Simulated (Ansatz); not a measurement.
Ansatz (an electronic-structure program) job for BrGeH₃Te, SMILES [GeH3][Te]Br, B3LYP-D3(BJ)/def2-SVP. 

Ansatz 0.2 input:
```yaml
crystal:
  periodic: [false, false, false]
  atoms:
    - {symbol: Te, position_ang: [0.05011577, -0.08258460, 0.98009622]}
    - {symbol: Br, position_ang: [0.32466409, -1.75759945, -0.84106582]}
    - {symbol: Ge, position_ang: [-0.39090754, 1.84190960, -0.58822085]}
    - {symbol: H, position_ang: [-0.44958241, 3.08213703, 0.24582807]}
    - {symbol: H, position_ang: [0.67889987, 2.03666406, -1.61820542]}
    - {symbol: H, position_ang: [-1.68953974, 1.75047122, -1.33225498]}
basis:
  gaussian:
    orbitals: def2-SVP
hamiltonian:
  xc: b3lyp
  dispersion: d3bj
relax: {f_tol: 0.002, max_steps: 200}
```

It prints:

```
Functional definition: B3LYP
integrals: 0.06 GiB planned
1206 factors; integrals over basis functions are off by at most 3.3e-4 eV
mean field: 0.66 GiB planned
mean field evaluation 1: about -133895.5787 eV, gradient 1.8e1 eV
mean field evaluation 2: about -133895.6580 eV, gradient 1.6e1 eV
mean field evaluation 4: about -133896.1665 eV, gradient 1.0e0 eV
mean field evaluation 8: about -133896.1793 eV, gradient 2.1e-2 eV
mean field -133896.17925552 eV, -4920.5938295503 hartree, gradient 8.6e-6 eV, S^2 0.000000; 0 other end points of the search recorded, 0 dependent functions left out
the calculation of the forces begins
reference -133896.17951107 eV, -4920.5938389415 hartree; 47, 47 occupied and 58, 58 virtual orbitals, 1206 factors
relax step   1: F+E_penalty+E_count = -133896.52304115 eV  Δ(F+E_penalty+E_count) = +0.000e0 eV  max|allowed force component| = 9.823e-1 eV/Å  Δτ_max = 0.0000 Å  (26 SCF iters, accepted)
these checks for a lower state are left out or cut short: starts, cluster_reference, orbital_swaps, neighbouring_geometries, increment
integrals: 0.06 GiB planned
1206 factors; integrals over basis functions are off by at most 3.1e-4 eV
mean field: 0.65 GiB planned
mean field evaluation 16: about -133896.2058 eV, gradient 9.6e0 eV
mean field -133896.29655388 eV, -4920.5981401857 hartree, gradient 1.6e-5 eV, S^2 0.000000; 0 other end points of the search recorded, 0 dependent functions left out
the calculation of the forces begins
reference -133896.29681205 eV, -4920.5981496730 hartree; 47, 47 occupied and 58, 58 virtual orbitals, 1206 factors
relax step   2: F+E_penalty+E_count = -133896.62930571 eV  Δ(F+E_penalty+E_count) = -1.063e-1 eV  max|allowed force component| = 5.165e-1 eV/Å  Δτ_max = 0.1225 Å  (30 SCF iters, accepted)
these checks for a lower state are left out or cut short: starts, cluster_reference, orbital_swaps, neighbouring_geometries, increment
integrals: 0.06 GiB planned
1206 factors; integrals over basis functions are off by at most 3.2e-4 eV
mean field: 0.66 GiB planned
mean field -133896.31869735 eV, -4920.5989539431 hartree, gradient 7.2e-6 eV, S^2 0.000000; 0 other end points of the search recorded, 0 dependent functions left out
the calculation of the forces begins
reference -133896.31895415 eV, -4920.5989633802 hartree; 47, 47 occupied and 58, 58 virtual orbitals, 1206 factors
relax step   3: F+E_penalty+E_count = -133896.65933840 eV  Δ(F+E_penalty+E_count) = -3.003e-2 eV  max|allowed force component| = 1.199e-1 eV/Å  Δτ_max = 0.1085 Å  (31 SCF iters, accepted)
these checks for a lower state are left out or cut short: starts, cluster_reference, orbital_swaps, neighbouring_geometries, increment
integrals: 0.06 GiB planned
1206 factors; integrals over basis functions are off by at most 3.2e-4 eV
mean field: 0.66 GiB planned
mean field evaluation 32: about -133896.3209 eV, gradient 9.3e-2 eV
mean field -133896.32099371 eV, -4920.5990383326 hartree, gradient 1.6e-5 eV, S^2 0.000000; 0 other end points of the search recorded, 0 dependent functions left out
the calculation of the forces begins
reference -133896.32125056 eV, -4920.5990477718 hartree; 47, 47 occupied and 58, 58 virtual orbitals, 1206 factors
relax step   4: F+E_penalty+E_count = -133896.66306364 eV  Δ(F+E_penalty+E_count) = -3.725e-3 eV  max|allowed force component| = 5.328e-2 eV/Å  Δτ_max = 0.0649 Å  (31 SCF iters, accepted)
these checks for a lower state are left out or cut short: starts, cluster_reference, orbital_swaps, neighbouring_geometries, increment
integrals: 0.06 GiB planned
1206 factors; integrals over basis functions are off by at most 3.2e-4 eV
mean field: 0.65 GiB planned
mean field -133896.32269038 eV, -4920.5991006843 hartree, gradient 1.3e-5 eV, S^2 0.000000; 0 other end points of the search recorded, 0 dependent functions left out
the calculation of the forces begins
reference -133896.32294774 eV, -4920.5991101422 hartree; 47, 47 occupied and 58, 58 virtual orbitals, 1206 factors
relax step   5: F+E_penalty+E_count = -133896.66365003 eV  Δ(F+E_penalty+E_count) = -5.864e-4 eV  max|allowed force component| = 7.545e-3 eV/Å  Δτ_max = 0.0304 Å  (31 SCF iters, accepted)
these checks for a lower state are left out or cut short: starts, cluster_reference, orbital_swaps, neighbouring_geometries, increment
integrals: 0.06 GiB planned
1206 factors; integrals over basis functions are off by at most 3.2e-4 eV
mean field: 0.66 GiB planned
mean field -133896.32297104 eV, -4920.5991109984 hartree, gradient 1.5e-5 eV, S^2 0.000000; 0 other end points of the search recorded, 0 dependent functions left out
the calculation of the forces begins
reference -133896.32322848 eV, -4920.5991204589 hartree; 47, 47 occupied and 58, 58 virtual orbitals, 1206 factors
relax step   6: F+E_penalty+E_count = -133896.66370638 eV  Δ(F+E_penalty+E_count) = -5.634e-5 eV  max|allowed force component| = 5.308e-3 eV/Å  Δτ_max = 0.0142 Å  (24 SCF iters, accepted)
these checks for a lower state are left out or cut short: starts, cluster_reference, orbital_swaps, neighbouring_geometries, increment
integrals: 0.06 GiB planned
1206 factors; integrals over basis functions are off by at most 3.2e-4 eV
mean field: 0.66 GiB planned
mean field -133896.32292391 eV, -4920.5991092662 hartree, gradient 1.6e-5 eV, S^2 0.000000; 0 other end points of the search recorded, 0 dependent functions left out
the calculation of the forces begins
reference -133896.32318136 eV, -4920.5991187273 hartree; 47, 47 occupied and 58, 58 virtual orbitals, 1206 factors
relax step   7: F+E_penalty+E_count = -133896.66372115 eV  Δ(F+E_penalty+E_count) = -1.477e-5 eV  max|allowed force component| = 3.582e-3 eV/Å  Δτ_max = 0.0076 Å  (24 SCF iters, accepted)
these checks for a lower state are left out or cut short: starts, cluster_reference, orbital_swaps, neighbouring_geometries, increment
integrals: 0.06 GiB planned
1206 factors; integrals over basis functions are off by at most 3.2e-4 eV
mean field: 0.65 GiB planned
mean field -133896.32290185 eV, -4920.5991084558 hartree, gradient 2.7e-5 eV, S^2 0.000000; 0 other end points of the search recorded, 0 dependent functions left out
the calculation of the forces begins
reference -133896.32315930 eV, -4920.5991179167 hartree; 47, 47 occupied and 58, 58 virtual orbitals, 1206 factors
relax step   8: F+E_penalty+E_count = -133896.66372287 eV  Δ(F+E_penalty+E_count) = -1.723e-6 eV  max|allowed force component| = 2.132e-3 eV/Å  Δτ_max = 0.0003 Å  (20 SCF iters, accepted)
these checks for a lower state are left out or cut short: starts, cluster_reference, orbital_swaps, neighbouring_geometries, increment
integrals: 0.06 GiB planned
1206 factors; integrals over basis functions are off by at most 3.2e-4 eV
mean field: 0.66 GiB planned
mean field -133896.32288423 eV, -4920.5991078081 hartree, gradient 2.6e-5 eV, S^2 0.000000; 0 other end points of the search recorded, 0 dependent functions left out
the calculation of the forces begins
reference -133896.32314167 eV, -4920.5991172687 hartree; 47, 47 occupied and 58, 58 virtual orbitals, 1206 factors
relax step   9: F+E_penalty+E_count = -133896.66372327 eV  Δ(F+E_penalty+E_count) = -3.966e-7 eV  max|allowed force component| = 2.548e-4 eV/Å  Δτ_max = 0.0005 Å  (20 SCF iters, accepted)
integrals: 0.06 GiB planned
1206 factors; integrals over basis functions are off by at most 3.2e-4 eV
mean field: 0.66 GiB planned
mean field evaluation 64: about -133896.3130 eV, gradient 9.1e-2 eV
mean field -133896.32288423 eV, -4920.5991078080 hartree, gradient 2.6e-5 eV, S^2 0.000000; 1 other end points of the search recorded, 0 dependent functions left out
the calculation of the forces begins
reference -133896.32314167 eV, -4920.5991172687 hartree; 47, 47 occupied and 58, 58 virtual orbitals, 1206 factors
Total energy: -133896.66398071 eV, -4920.6116428725 hartree
Atom 0 at     0.122613    -0.064280     1.011027 Å, force    -0.000005    -0.000062    -0.000114 eV/Å
Atom 1 at     0.219406    -1.773897    -0.891416 Å, force    -0.000033     0.000141     0.000094 eV/Å
Atom 2 at    -0.384592     1.897637    -0.609322 Å, force     0.000133    -0.000255    -0.000029 eV/Å
Atom 3 at    -0.506663     3.148160     0.285983 Å, force    -0.000011     0.000137     0.000038 eV/Å
Atom 4 at     0.778531     2.045684    -1.604644 Å, force    -0.000054     0.000054     0.000035 eV/Å
Atom 5 at    -1.705645     1.617694    -1.345450 Å, force    -0.000029    -0.000015    -0.000024 eV/Å
Dipole moment:    -0.060371     0.423597     0.121951 e Å
```

The calculation finished and met its thresholds.

Cost: very roughly 90 core-seconds.
